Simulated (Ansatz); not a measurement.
`O[SiH](O)O[SiH2]F`. Total charge 0; spin multiplicity 1. All single points use the PBE0-D4/def2-TZVP geometry. It is one conformer, not always the lowest.

```xyz
11

O     0.108    0.926    2.222
Si    0.054    1.017    0.602
O    -1.235    1.929    0.186
O    -0.121   -0.456   -0.086
Si    0.448   -1.651   -1.014
F    -0.063   -1.422   -2.508
H    -0.721    0.856    2.698
H     1.341    1.588    0.171
H    -1.628    1.785   -0.676
H    -0.110   -2.936   -0.546
H     1.927   -1.637   -1.049
```

**Question.** What is the dipole moment at r2SCAN/def2-TZVPP? (Best estimate.)

**Answer.** Ansatz gave: 1.04 D, with components (-0.91, -0.45, 0.21) D in this frame, pointing from negative to positive charge.

**Question.** And with PBE, B3LYP, ωB97M-V? (An estimate is asked.)

**Answer.** Ansatz gave: PBE 1.02 D, B3LYP 0.98 D, ωB97M-V 1.02 D.

**Question.** Give the Mulliken charges with r2SCAN, ωB97M-V, B3LYP in def2-TZVPP. (An estimate is asked.)

**Answer.** The calculation gave: 
```
atom  r2SCAN  ωB97M-V  B3LYP
  O1   -0.41    -0.38  -0.39
 Si2    0.71     0.63   0.69
  O3   -0.41    -0.37  -0.39
  O4   -0.38    -0.35  -0.35
 Si5    0.67     0.57   0.65
  F6   -0.33    -0.32  -0.33
  H7    0.21     0.19   0.19
  H8   -0.10    -0.06  -0.10
  H9    0.21     0.18   0.19
 H10   -0.09    -0.04  -0.08
 H11   -0.09    -0.04  -0.08
```

B3LYP here is the variant with VWN-RPA as its local correlation; programs differ in this.
